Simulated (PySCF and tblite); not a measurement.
Values are calculated unless marked as measured or tabulated.
# Barrier and rate of a ring inversion

System: C4H9ClSi, numbered as in [Cl:1][C@H:2]1[CH2:3][CH2:4][SiH2:5][CH2:6]1.

Motion: inversion of the 5-membered ring (2–3–4–5–6). The path came from a restrained scan, a climbing-image band and a saddle search at GFN2-xTB; energies are BP86/pcSseg-1 + D3(BJ)//GFN2-xTB, thermal terms GFN2-xTB. Rate constants are transition-state-theory values, counting equivalent paths, without tunnelling. Run with tblite and PySCF.

```
                              point  symmetry  E(GFN2) kcal/mol  E(DFT) kcal/mol  ZPE change kcal/mol  lowest mode cm⁻¹  dipole D
 start (between envelope and twist)        C1               0.0              0.0                 0.00                74      1.93
saddle (between envelope and twist)        C1               4.4              5.7                -0.13               65i      2.16
                        end (twist)        C1               0.1              0.4                 0.00                99      2.05
```

* Electronic barrier: 5.7 kcal/mol
* Barrier with zero-point energy: 5.6 kcal/mol
* ΔH‡ (298 K): 5.1 kcal/mol
* ΔS‡ (298 K, symmetry apart): -2.7 cal/(mol K)
* Paths: 1 equivalent path
* End point: a different minimum
* Mean lifetime of the start against this motion at 298 K: 3.6 ns
* Cost: 95 s on 1 thread of Arm Neoverse V1 (shared host) (rough), peak memory 0.6 GiB, launched as `OMP_NUM_THREADS=1 python ens_run.py task.json out`

| T/K | ΔG‡ kcal/mol | k s⁻¹ | ΔG kcal/mol | k back s⁻¹ |
| --- | --- | --- | --- | --- |
| 150 | 5.7 | 1.6×10⁴ | 0.3 | 5.2×10⁴ |
| 200 | 5.8 | 2.1×10⁶ | 0.3 | 4.7×10⁶ |
| 250 | 5.8 | 4×10⁷ | 0.3 | 7×10⁷ |
| 298 | 5.9 | 2.7×10⁸ | 0.2 | 4.1×10⁸ |
| 350 | 6.0 | 1.2×10⁹ | 0.2 | 1.6×10⁹ |
| 400 | 6.2 | 3.6×10⁹ | 0.1 | 4.2×10⁹ |
| 500 | 6.4 | 1.6×10¹⁰ | 0.0 | 1.7×10¹⁰ |

ΔG and ΔG‡ leave out symmetry numbers and mirror images; rates count paths: 1 out, 1 back.
